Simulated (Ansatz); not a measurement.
Geometry optimisation, RHF/def2-SVP in Ansatz.

Input file:

```yaml
crystal:
  periodic: [false, false, false]
  atoms:
    - { symbol: Ta, position_ang: [0.0, 0.0, 0.0] }
    - { symbol: O, position_ang: [2.37, 0.0, 0.0] }
    - { symbol: H, position_ang: [2.7071, -0.5308, 0.7903] }
    - { symbol: F, position_ang: [0.0, 0.0, 1.93] }
    - { symbol: Cl, position_ang: [0.0, 0.0, -2.47] }
    - { symbol: "N", position_ang: [-1.08, 1.8706, 0.0] }
    - { symbol: H, position_ang: [-1.6414, 2.1584, 0.8518] }
    - { symbol: H, position_ang: [-1.0486, 2.5007, -0.8518] }
    - { symbol: Cl, position_ang: [-1.235, -2.139, 0.0] }
    - { symbol: Cl, position_ang: [0.8734, -2.2878, -1.2946] }
    - { symbol: H, position_ang: [2.1134, -1.1827, -0.6692] }
basis:
  gaussian: { orbitals: def2-SVP }
hamiltonian:
  xc: hf
relax:
  f_tol: 0.15
  max_steps: 25
  restrain:
    - { distance: [0, 9], at: 2.47, k: 30.0 }
    - { distance: [10, 1], at: 1.01, k: 30.0 }
    - { distance: [0, 1], at: 3.22, k: 30.0 }
    - { distance: [10, 9], at: 2.57, k: 30.0 }
```

Command:

```bash
$ ansatz run input.yaml --threads 4 --pin off --max-ram 5120MiB --backend cpu --events-out ev --progress --plain --runs-dir out
```

Problem. Where does it end, and by what steps?

Solution. The run converged. The restraints hold the end off the free minimum. After 17 steps the energy has fallen by 6.563 eV (the restraints' own energy left out); Cl9 moved furthest, 1.64 Å. Parted: Ta1–O2 (2.37 → 3.21 Å). Joined: O2–H11 (1.38 → 0.97 Å).

```
step  energy less start (eV)  largest force component (eV/Å)  accepted
   0                  0.0000                           6.344       yes
   1                 -0.9113                           5.616       yes
   2                 -1.8817                           4.687       yes
   3                 -3.1561                           3.681       yes
   4                 -4.3141                           2.416       yes
   5                 -5.1868                           1.479       yes
   6                 -5.7197                           1.265       yes
   7                 -6.0447                           1.019       yes
   8                 -6.2362                           1.378       yes
   9                 -6.3485                           1.674       yes
  10                 -6.4246                           1.464       yes
  11                 -6.4917                           1.187       yes
  12                 -6.5154                           1.333       yes
  13                 -6.5497                           1.224       yes
  14                 -6.5572                           1.187       yes
  15                 -6.5611                           1.217       yes
  16                 -6.5561                           1.303        no
  17                 -6.5635                           1.183       yes
```

```xyz
11
Properties=species:S:1:pos:R:3
Ta -0.576 -0.538 -0.334
O 2.497 0.353 -0.087
H 2.755 0.348 0.825
F -0.135 -0.686 1.488
Cl -0.510 0.040 -2.608
N -0.714 1.360 0.052
H -0.559 1.720 0.977
H -0.762 2.092 -0.633
Cl -2.692 -1.416 -0.221
Cl 0.996 -2.366 -0.747
H 2.759 -0.517 -0.426
```

Run time: 46 s on 4 threads of Arm Neoverse V1, on a shared host, peak memory 0.46 GiB.
